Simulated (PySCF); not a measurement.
## How methods differ on the excitation energy of Al(2+)

Al(2+) [Ne] 3s1 (2S) → Al(2+) [Ne] 3p1 (2P), as a difference of total energies. All numbers are calculated (PySCF 2.14, scalar relativity by spin-free X2C-1e, in aug-cc-pCVTZ-DK). Correlated levels: nothing frozen. The calculations carry no spin-orbit coupling.

| method | excitation energy (cm⁻¹) |
| --- | --- |
| UHF | 53227 |
| MP2 (all electrons) | 54076 |
| SCS-MP2 (all electrons) | 53861 |
| CCSD (all electrons) | 54040 |
| CCSD(T) (all electrons) | 54063 |

A first-order spin-orbit estimate (lowest level to lowest level, LS coupling) adds -0.015 eV.
